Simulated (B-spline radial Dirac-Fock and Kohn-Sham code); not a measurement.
Two-hole binding energies of Te⁺

System: Te⁺, configuration 1s2 2s2 2p6 3s2 3p6 3d10 4s2 4p6 4d10 5s2 5p3, inside a Watson sphere of charge -1 and radius 2.4 Å (a model of the Madelung potential; inside it an electron's potential energy is raised by 6.0 eV).

Calculated with a B-spline atomic structure program, using relaxed Dirac-Fock hole states (ΔSCF) with Breit and QED corrections and a finite nucleus. U is the two-hole binding energy less the two single-hole energies, the effective repulsion of the holes after relaxation. Each two-hole energy is an average over J within one jj subconfiguration.

| holes | E(a) (eV) | E(b) (eV) | E(ab) (eV) | U (eV) |
| --- | --- | --- | --- | --- |
| 1s⁻² | 31825.9 | 31825.9 | 64495.9 | 844.1 |
| 1s⁻¹ 3p1/2⁻¹ | 31825.9 | 886.3 | 32782.8 | 70.5 |
| 2s⁻¹ 2p1/2⁻¹ | 4959.1 | 4626.5 | 9713.8 | 128.1 |
| 2s⁻¹ 2p3/2⁻¹ | 4959.1 | 4355.7 | 9439.1 | 124.4 |
| 2p1/2⁻² | 4626.5 | 4626.5 | 9424.1 | 171.1 |
| 2p1/2⁻¹ 2p3/2⁻¹ | 4626.5 | 4355.7 | 9135.0 | 152.9 |
| 2p3/2⁻² | 4355.7 | 4355.7 | 8863.5 | 152.1 |
| 2s⁻¹ 3p3/2⁻¹ | 4959.1 | 834.8 | ? | ? |
| 2s⁻¹ 3d3/2⁻¹ | 4959.1 | 595.9 | 5616.7 | 61.7 |
| 2s⁻¹ 3d5/2⁻¹ | 4959.1 | 585.5 | 5605.5 | 60.8 |
| 2p3/2⁻¹ 3p1/2⁻¹ | 4355.7 | 886.3 | 5302.4 | 60.4 |
| 3d3/2⁻² | 595.9 | 595.9 | 1240.5 | 48.7 |
| 3d3/2⁻¹ 3d5/2⁻¹ | 595.9 | 585.5 | 1230.8 | 49.3 |
| 4d3/2⁻¹ 4d5/2⁻¹ | 53.27 | 51.82 | 123.0 | 18.0 |

Q: Give the missing two-hole energy and U.

A: E(ab) = 5850.5 eV and U = 56.6 eV.
